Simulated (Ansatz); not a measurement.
Molecule: C₂H₁₀NSi₂, net charge -1, singlet state. It need not be the lowest isomer of its formula. Whether it binds its extra electron was not tested at this geometry. 
Coordinates optimised at B3LYP-D3(BJ)/def2-TZVP (Ansatz, a first-principles code):
```xyz
15

Si    -0.8153    -0.4246    -0.4317
C     -1.6962     1.2047    -1.0534
C     -1.9012    -0.6609     1.1752
N      0.6557     0.3432     0.3457
Si     2.2442    -0.1683     0.0685
H     -2.7193     0.9973    -1.3902
H     -1.1558     1.6445    -1.8980
H     -1.7552     1.9660    -0.2593
H     -2.9317    -0.9360     0.9190
H     -1.4969    -1.4578     1.8078
H     -1.9430     0.2593     1.7795
H      0.5280     1.1220     0.9857
H      2.7216    -0.0706    -1.3452
H      3.1874     0.6870     0.8667
H      2.5543    -1.5760     0.4671
```
Charge -1, spin multiplicity 1.

Total electronic energies in hartree. Cores are frozen in the correlated levels unless marked. No spin-orbit coupling. No relativistic terms. Basis-set limits of correlation are two-point, X^-3; Hartree-Fock from the larger set. [CCSD(T)-MP2]/basis is that difference in the basis named.

| level | program | energy (Eh) |
|---|---|---|
| PBE/def2-TZVPD | Ansatz | -715.60429 |
| revPBE/def2-TZVPD | Ansatz | -715.92713 |
| B97M-V/def2-TZVPD | Ansatz | -715.94463 |
| PBE0/def2-TZVP | Ansatz | -715.67719 |
| BHLYP-D4/def2-TZVPD | Ansatz + dftd4 | -716.02464 |
| r2SCAN0-D4/def2-TZVPD | Ansatz + dftd4 | -715.94163 |
| CAM-B3LYP-D4/def2-TZVPD | Ansatz + dftd4 | -716.04734 |
| wB97X-V/def2-TZVPD | Ansatz | -715.96325 |
| MP2/cc-pVTZ | Ansatz | -714.81550 |
| SCS-MP2/6-31G* | Ansatz | -714.44622 |
| SCS-MP2/cc-pV(Q+d)Z | Ansatz | -714.91687 |
| CCSD/aug-cc-pV(D+d)Z | Ansatz | -714.71737 |
| CCSD/aug-cc-pV(T+d)Z | Ansatz | -714.90790 |
| CCSD/cc-pV(Q+d)Z | Ansatz | -714.95059 |
| RI-MP2/CBS(aug-cc-pV(T+d)Z,aug-cc-pV(Q+d)Z)+[CCSD(T)-MP2]/aug-cc-pV(T+d)Z | Ansatz | -715.0424 |

Totals of different functionals don't rank their quality; only differences between species are comparable.
